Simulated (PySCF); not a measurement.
Radial density of Ar²⁺ (argon, charge +2)

wB97M-V, [Ne] 3s2 3p4, high-spin 3P determinant. Computed with PySCF 2.14 in def2-QZVPPD, with the non-relativistic Hamiltonian (point nucleus).

| r (bohr) | 4πr²ρ (e/bohr) | 4πr²(ρα − ρβ) |
| --- | --- | --- |
| 0.00167 | 0.1265 | 0.0000 |
| 0.00280 | 0.3434 | 0.0000 |
| 0.00471 | 0.9071 | 0.0000 |
| 0.00793 | 2.286 | 0.0001 |
| 0.0133 | 5.325 | 0.0003 |
| 0.0224 | 10.88 | 0.0014 |
| 0.0377 | 17.88 | 0.0079 |
| 0.0635 | 20.81 | 0.0399 |
| 0.107 | 16.11 | 0.1510 |
| 0.180 | 15.84 | 0.3450 |
| 0.302 | 21.03 | 0.2862 |
| 0.508 | 10.77 | -0.0004 |
| 0.855 | 4.326 | 0.9970 |
| 1.44 | 4.422 | 1.4754 |
| 2.42 | 0.7995 | 0.2826 |
| 4.07 | 0.01316 | 0.0044 |
| 6.84 | 1.231e-05 | 0.0000 |
